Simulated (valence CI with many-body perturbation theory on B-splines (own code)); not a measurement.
**Cl XIII: electric-dipole lines**

Calculated by valence CI with perturbative core correlation (CI+MBPT): three valence electrons over a frozen Dirac-Fock core [He], radial functions for each j: 11 s, 11 p, 10 d, 8 f, 5 g, 2 h, with the one-electron correlation potential Σ1 (screened to all orders), the two-electron term Σ2, the three-electron term Σ3, Breit, model QED; selected single and double excitations, second order for the rest, scaled by the run's own slope (own B-spline code, finite nucleus).

No measured spectrum was set against this ion. As an estimate, levels of excited configurations hold to 0.05 to 0.15 % of their energy, terms of the ground configuration to about 0.5 %.

Lines 201 to 250 of 533 in falling wavelength, among levels below 557.36 eV, chosen from the strongest by gf and those to the six lowest levels. Wavelengths and rates use the calculated energies, so an error of 400 cm⁻¹ moves a line at 10.94 nm by 0.044 % and its rate by three times that or more. Electric multipoles are in the length gauge with retardation, E1 and E2 with the static RPA response of the core. Weak lines are less certain than strong ones. Lines between different terms over intervals too small for the method are left out, as are lines whose strength nearly cancels. Where a level lies close to another of its J and parity, the split of strength between their lines is uncertain. The highest levels of a list are the least certain.

Names give the largest LS component (configuration and term), which can be under half, so a name can repeat, a term be missing and a line seem to break the LS rules; names also repeat where a configuration has a term twice. Letters in brackets count levels of one name in rising energy.

| λ vac (nm) | Upper | Lower | A (s⁻¹) | log gf | Branch % |
| --- | --- | --- | --- | --- | --- |
| 10.94 | 2s 2p 4f 2F_7/2 [b] | 2s 2p 3d 2F°_5/2 [a] | 8.58e+10 | 0.09 | 20.5 |
| 10.91 | 2s 2p 4f 2D_5/2 | 2s 2p 3d 2F°_5/2 [a] | 1.48e+10 | -0.80 | 3.5 |
| 10.88 | 2s 2p 4p 4D_7/2 | 2s 2p 3d 4F°_9/2 | 1.15e+10 | -0.79 | 11.2 |
| 10.79 | 2s 2p 4s 2P°_1/2 [a] | 2s 2p 3p 2D_3/2 [a] | 4.08e+10 | -0.85 | 16.1 |
| 10.77 | 2s 2p 4s 2P°_3/2 [a] | 2s 2p 3p 2D_5/2 [a] | 4.11e+10 | -0.54 | 15.8 |
| 10.76 | 2s 2p 4s 4P°_5/2 | 2s 2p 3p 4P_5/2 | 3.15e+10 | -0.48 | 13.1 |
| 10.71 | 2s 2p 4s 4P°_5/2 | 2s 2p 3p 4P_3/2 | 1.84e+10 | -0.72 | 7.7 |
| 10.66 | 2s 2p 4f 2G_7/2 | 2s 2p 3d 4P°_5/2 | 4.17e+10 | -0.25 | 10.3 |
| 10.63 | 2s 2p 4f 4G_5/2 [a] | 2s 2p 3d 2D°_3/2 [a] | 4.64e+10 | -0.33 | 10.9 |
| 10.60 | 2s 2p 4f 4F_9/2 | 2s 2p 3d 4D°_7/2 | 1.34e+11 | 0.35 | 31.8 |
| 10.59 | 2s 2p 4f 2F_7/2 [a] | 2s 2p 3d 2D°_5/2 [a] | 1.18e+11 | 0.20 | 28.0 |
| 10.58 | 2s 2p 4f 2F_5/2 | 2s 2p 3d 2D°_3/2 [a] | 4.56e+10 | -0.34 | 10.7 |
| 10.57 | 2s 2p 4f 4G_5/2 [a] | 2s 2p 3d 4D°_3/2 | 4.95e+10 | -0.30 | 11.6 |
| 10.56 | 2s 2p 4f 4G_5/2 [a] | 2s 2p 3d 4D°_5/2 | 1.56e+10 | -0.81 | 3.7 |
| 10.56 | 2s 2p 4f 2G_7/2 | 2s 2p 3d 2D°_5/2 [a] | 4.96e+10 | -0.18 | 12.2 |
| 10.56 | 2s 2p 4f 4F_7/2 [a] | 2s 2p 3d 4D°_5/2 | 2.07e+11 | 0.44 | 49.2 |
| 10.55 | 2s 2p 4f 4D_5/2 | 2s 2p 3d 4P°_3/2 | 1.43e+11 | 0.16 | 33.8 |
| 10.55 | 2s 2p 4f 4F_7/2 [b] | 2s 2p 3d 4P°_5/2 | 6.98e+10 | -0.03 | 16.6 |
| 10.55 | 2s 2p 4f 4D_3/2 | 2s 2p 3d 4P°_1/2 | 1.24e+11 | -0.08 | 29.3 |
| 10.54 | 2s 2p 4f 4G_5/2 [b] | 2s 2p 3d 2D°_3/2 [a] | 1.50e+11 | 0.17 | 35.5 |
| 10.54 | 2s 2p 4f 4D_1/2 | 2s 2p 3d 4P°_1/2 | 3.18e+11 | 0.02 | 74.7 |
| 10.53 | 2s 2p 4f 2F_7/2 [b] | 2s 2p 3d 4P°_5/2 | 1.96e+11 | 0.42 | 46.9 |
| 10.53 | 2s 2p 4f 4D_5/2 | 2s 2p 3d 4P°_5/2 | 6.97e+10 | -0.16 | 16.4 |
| 10.53 | 2s 2p 4f 4D_3/2 | 2s 2p 3d 4P°_3/2 | 2.02e+11 | 0.13 | 47.5 |
| 10.53 | 2s 2p 4s 2P°_3/2 [b] | 2s 2p 3p 2D_5/2 [b] | 4.33e+10 | -0.54 | 18.9 |
| 10.52 | 2s 2p 4f 2D_5/2 | 2s 2p 3d 4P°_3/2 | 6.10e+10 | -0.22 | 14.6 |
| 10.52 | 2s 2p 4f 4F_3/2 | 2s 2p 3d 4D°_3/2 | 8.78e+10 | -0.23 | 20.6 |
| 10.52 | 2s 2p 4f 4D_1/2 | 2s 2p 3d 4P°_3/2 | 8.28e+10 | -0.56 | 19.4 |
| 10.52 | 2s 2p 4f 4F_3/2 | 2s 2p 3d 4D°_1/2 | 2.74e+11 | 0.26 | 64.3 |
| 10.51 | 2s 2p 4f 4D_3/2 | 2s 2p 3d 4P°_5/2 | 2.72e+10 | -0.74 | 6.4 |
| 10.51 | 2s 2p 4f 2F_5/2 | 2s 2p 3d 4D°_3/2 | 2.64e+11 | 0.42 | 61.7 |
| 10.51 | 2s 2p 4f 2F_5/2 | 2s 2p 3d 4D°_5/2 | 3.43e+10 | -0.47 | 8.0 |
| 10.50 | 2s 2p 4f 4G_5/2 [b] | 2s 2p 3s 2P°_3/2 [b] | 3.52e+10 | -0.46 | 8.4 |
| 10.50 | 2s2 4s 2S_1/2 | 2s2 3p 2P°_3/2 | 5.94e+10 | -0.71 | 26.3 |
| 10.50 | 2s 2p 4f 2F_7/2 [a] | 2s 2p 3d 4D°_5/2 | 6.48e+10 | -0.07 | 15.4 |
| 10.50 | 2s 2p 4f 2D_5/2 | 2s 2p 3d 4P°_5/2 | 7.89e+10 | -0.11 | 18.9 |
| 10.50 | 2s 2p 4s 2P°_3/2 [b] | 2s 2p 3p 2D_3/2 [b] | 2.04e+10 | -0.87 | 8.9 |
| 10.49 | 2s2 4f 2F°_5/2 | 2s2 3d 2D_5/2 | 2.84e+10 | -0.55 | 6.6 |
| 10.49 | 2s 2p 4f 2D_3/2 | 2s 2p 3d 4P°_3/2 | 2.11e+10 | -0.86 | 5.2 |
| 10.49 | 2s2 4f 2F°_7/2 | 2s2 3d 2D_5/2 | 4.25e+11 | 0.75 | 99.0 |
| 10.48 | 2s2 4f 2F°_5/2 | 2s2 3d 2D_3/2 | 3.97e+11 | 0.59 | 92.4 |
| 10.47 | 2s 2p 4f 2G_7/2 | 2s 2p 3d 4D°_5/2 | 1.08e+11 | 0.15 | 26.5 |
| 10.47 | 2s 2p 4f 4G_9/2 | 2s 2p 3d 4D°_7/2 | 2.22e+11 | 0.56 | 52.2 |
| 10.46 | 2s 2p 4f 4F_7/2 [b] | 2s 2p 3d 4D°_7/2 | 7.43e+10 | -0.01 | 17.6 |
| 10.46 | 2s 2p 4f 4F_7/2 [b] | 2s 2p 3d 2D°_5/2 [a] | 1.37e+11 | 0.26 | 32.6 |
| 10.44 | 2s 2p 4f 2F_7/2 [b] | 2s 2p 3d 4D°_7/2 | 4.25e+10 | -0.25 | 10.2 |
| 10.44 | 2s 2p 4s 4P°_3/2 | 2s 2p 3p 4D_5/2 | 3.39e+10 | -0.65 | 14.6 |
| 10.44 | 2s 2p 4f 4D_5/2 | 2s 2p 3d 4D°_7/2 | 1.51e+10 | -0.83 | 3.6 |
| 10.44 | 2s 2p 4f 2F_7/2 [b] | 2s 2p 3d 2D°_5/2 [a] | 4.03e+10 | -0.28 | 9.6 |
| 10.44 | 2s 2p 4f 4D_5/2 | 2s 2p 3d 2D°_5/2 [a] | 9.32e+10 | -0.04 | 22.0 |
